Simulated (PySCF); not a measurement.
**Structure from NMR data**

The spectra below were simulated for a compound C$_{3}$H$_{11}$ClSi$_{3}$.

1H NMR (400 MHz, computed): δ 6.98 (q, 1H), 4.66 (t, 2H), 4.24 (d, 3H), 4.02 (t, 3H), 0.03 (m, 2H).

13C{1H} NMR (computed): δ 162.6 (C), 140.5 (CH), -13.3 (CH2).

Calculated, not measured (PySCF): NMR shieldings at PBE0/pcSseg-1/GIAO, geometry from GFN2-xTB. Isolated molecule, rapidly exchanging positions averaged, one computed conformer, no relativistic terms.

Referencing at the same level of theory: 1H (σ = 31.72 ppm), 13C (σ = 186.93 ppm) vs TMS.

**Question.** Choose the structure that fits.
A. ClC1[SiH2]C[SiH2]C[SiH2]1
B. [SiH3]/C=C(/Cl)[SiH2]C[SiH3]
C. C=C(C)[SiH2][Si@H]([SiH3])Cl

**Answer.** B. 

- Rings plus π bonds: 1 (no ring in the answer).
- 3 carbon signals for 3 carbons: no two carbons are equivalent.
- Carbon types of the structure: 1 × C, 1 × CH, 1 × CH2, leaving 8 H on heteroatoms.
- δC 162.6: fully substituted alkene carbon; an sp2 carbon of a C=C bond.
- δC 140.5: alkene CH; an sp2 carbon of a C=C bond.
- δC -13.3: sp3 CH2 bonded to 2 Si; an electropositive neighbour leaves it electron-rich and shielded.
- δH 6.98: hydrogen on an alkene CH; attached to an sp2 carbon and in the plane of the double bond.
- δH 0.03: hydrogen on an sp3 CH2 bonded to 2 Si; an electropositive neighbour shields it, as in TMS itself.

The others: ClC1[SiH2]C[SiH2]C[SiH2]1 would give 2 carbon signals, not 3; C=C(C)[SiH2][Si@H]([SiH3])Cl would give 7 signals for carbon-bound and other non-exchanging H, not 5.

Carbons that carry Cl, above all several Cl atoms, come out too deshielded, partly because spin–orbit coupling is missing. Shifts are as computed. Against solution values, carbons near 30 ppm lie about +3 ppm off and those near 130 ppm about +5 ppm; carbons on Cl a further +6 ppm. Of 1211 compounds with measured shifts, 218 miss one by over three times the rms of a fit or turn the order of signals round; such compounds aren't used in these exercises. No couplings were computed; multiplicities are counted from neighbouring protons, with m where these are inequivalent, close in shift, in a saturated or five-membered ring or joined by F or P, and br s for small geminal =CH2 splittings.
